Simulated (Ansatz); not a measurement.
System: furan-2-ylgermane, C4H6GeO, net charge 0, singlet state. SMILES: [GeH3][c]1ccco1
Geometry: optimised at B3LYP-D3(BJ)/def2-TZVP (Ansatz, a first-principles code).

Parts of the frozen-core correlation energy in aug-cc-pVDZ (Ansatz, hartree). Frozen orbitals: 19; correlated occupied orbitals by spin: 16 and 16; virtual: 170 and 170. Spin-orbit coupling is left out. Non-relativistic. The restricted reference is unstable.

```
term                             value
-------------------------  -----------
reference (HF)             -2305.14698
MP2 opposite-spin             -0.62678
MP2 same-spin                        ?
CCSD correlation                     ?
(T)                                  ?
T1 diagnostic                    0.014
largest doubles amplitude        0.031
```

**Question.** Fill in the missing entries.

**Answer.** 
- MP2 same-spin, value: -0.21340
- CCSD correlation, value: -0.88185
- (T), value: -0.03811
